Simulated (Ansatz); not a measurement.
`[Cl][Ge]([Cl])([Br])[Br]`. The species carries charge 0 and has multiplicity 1. The structure was optimised at the PBE0-D4/def2-TZVP level.

```xyz
5

Cl   -1.880    1.000    0.169
Ge   -0.020   -0.009    0.010
Cl   -0.227   -1.947    0.849
Br    0.558   -0.191   -2.181
Br    1.569    1.146    1.153
```

Q: What is the dipole moment at ωB97M-V/def2-TZVPP? (An estimate is asked.)

A: Computed: 0.33 D, with components (0.28, 0.13, -0.14) D in this frame, pointing from negative to positive charge.

Q: And with PBE, r2SCAN, B3LYP? (An estimate is asked.)

A: Ansatz gave: PBE 0.35 D, r2SCAN 0.35 D, B3LYP 0.36 D.

Q: Give the Mulliken charges with ωB97M-V, B3LYP, r2SCAN in def2-TZVPP. (An estimate is asked.)

A: Ansatz gave: 
```tsv
atom	ωB97M-V	B3LYP	r2SCAN
Cl1	-0.20	-0.22	-0.24
Ge2	0.74	0.85	0.89
Cl3	-0.20	-0.22	-0.24
Br4	-0.17	-0.20	-0.21
Br5	-0.17	-0.20	-0.21
```

B3LYP here is the variant with VWN-RPA as its local correlation; programs differ in this.
